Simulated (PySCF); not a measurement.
A calculated (M06-L, PySCF 2.14, pcseg-2, no relativity, point nucleus) atom or ion has these occupied shells.

```
shell  electrons  orbital energy (eV)  rms radius, mean of both spins (bohr)
 1s α          1              -2782.5                                  0.106
 1s β          1              -2781.8                                  0.106
 2s α          1              -284.94                                  0.483
 2s β          1              -284.49                                  0.483
 2p α          3              -222.68                                  0.453
 2p β          3              -221.78                                  0.453
 3s α          1              -47.508                                   1.57
 3s β          1              -42.196                                   1.57
 3p α          3              -33.600                                   1.70
```

Name the element and its charge.

Cl(2+) (chlorine, charge +2), in [Ne] 3s2 3p3, high-spin 4S determinant.
